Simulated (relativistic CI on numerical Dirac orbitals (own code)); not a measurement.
**Co2+ in a cubic cluster: 2p photoemission with charge transfer**

Computed with a charge-transfer multiplet model of a cubic metal-ligand cluster with up to 3 ligand holes, Slater and spin-orbit integrals from Dirac-Coulomb-Breit ions, Slater integrals scaled by 0.9. The parameters are those of a tetrahedral site (10Dq negative, t2 hopping the larger). The ground state mixes d7 with configurations of k ligand holes L, whose averages lie at kΔ + k(k − 1)U_dd/2; a core hole lowers each added d electron by U_cd. 300 K, Lorentzian 0.6 eV and Gaussian 0.8 eV FWHM.

Atomic integrals in eV (Slater integrals scaled, ζ unscaled), ground: F2dd 10.387, F4dd 6.447, zeta_d 0.063; with the core hole: F2dd 12.032, F4dd 7.520, zeta_d 0.093, zeta_core 9.664, F2cd 7.139, G1cd 5.417, G3cd 3.080.

Cluster parameters (eV): Δ = 5.8, U_dd = 6.9, U_cd = 8.9, 10Dq = -0.25, 10Dq(ligand) = 0, final-state hopping factor = 0.8.

```
                              Case   n_d    d7   d8L  d9L2  d10L3     S
V(eg) = 0.45 eV, V(t2g) = -0.76 eV  7.03  0.97  0.03  0.00   0.00  1.50
V(eg) = 1.35 eV, V(t2g) = -2.29 eV  7.19  0.82  0.18  0.01   0.00  1.50
 V(eg) = 1.65 eV, V(t2g) = -2.8 eV  7.25  0.76  0.23  0.01   0.00  1.50
V(eg) = 1.95 eV, V(t2g) = -3.31 eV  7.31  0.71  0.27  0.02   0.00  1.50
V(eg) = 2.25 eV, V(t2g) = -3.82 eV  7.37  0.66  0.31  0.03   0.00  1.50
```

Weights, n_d and S are thermal averages at 300 K. Binding energies count from the first peak over 30 % of the highest in each spectrum, which can be another peak from case to case. The parameters are a model scan and need not match a compound or its usual spin state. Peaks in eV (height, largest 100):
- V(eg) = 0.45 eV, V(t2g) = -0.76 eV: 0.0 (54), 2.0 (100), 4.1 (95), 7.5 (30), 17.2 (39), 19.4 (69)
- V(eg) = 1.35 eV, V(t2g) = -2.29 eV: 0.0 (100), 6.6 (43), 9.3 (15), 10.6 (14), 16.1 (54), 22.2 (28)
- V(eg) = 1.65 eV, V(t2g) = -2.8 eV: 0.0 (100), 7.8 (31), 12.1 (10), 15.9 (56), 23.1 (21)
- V(eg) = 1.95 eV, V(t2g) = -3.31 eV: 0.0 (100), 8.7 (24), 11.1 (10), 15.8 (55), 24.0 (17)
- V(eg) = 2.25 eV, V(t2g) = -3.82 eV: 0.0 (100), 9.6 (20), 12.2 (10), 15.8 (53), 24.8 (14)

Curve for V(eg) = 1.35 eV, V(t2g) = -2.29 eV (points under 2 left out, the grid thinned):

(E (eV), Intensity): (-3.3, 2.3), (-2.6, 3.5), (-1.9, 6.1), (-1.2, 15.8), (-0.5, 64.8), (0.2, 98.2), (0.9, 84.5), (1.6, 66.4), (2.4, 46.5), (3.1, 32.5), (3.8, 25.6), (4.5, 25.8), (5.2, 32.4), (5.9, 40.5), (6.6, 43.4), (7.3, 39.1), (8.0, 25.2), (8.7, 15.8), (9.4, 14.9), (10.1, 14.3), (10.8, 14.4), (11.5, 11.2), (12.3, 6.4), (13.0, 4.8), (13.7, 6.1), (14.4, 11.1), (15.1, 31.2), (15.8, 53.1), (16.5, 51.7), (17.2, 39.3), (17.9, 23.4), (18.6, 11.5), (19.3, 7.1), (20.0, 7.9), (20.7, 12.0), (21.4, 20.8), (22.1, 27.6), (22.9, 20.2), (23.6, 13.6), (24.3, 10.3), (25.0, 6.7), (25.7, 3.8), (26.4, 2.4), (27.1, 2.1), (27.8, 2.0)

For the case V(eg) = 1.35 eV, V(t2g) = -2.29 eV, Δ = 5.8 eV is smaller than U_dd = 6.9 eV, the charge-transfer side of the Zaanen-Sawatzky-Allen scheme. With the core hole the average of the configuration with one ligand hole lies at Δ − U_cd = -3.1 eV before mixing: the effective hopping of about 3.1 eV (from the holes of the mixed ground state) is comparable with this gap or larger, so the configurations mix strongly.
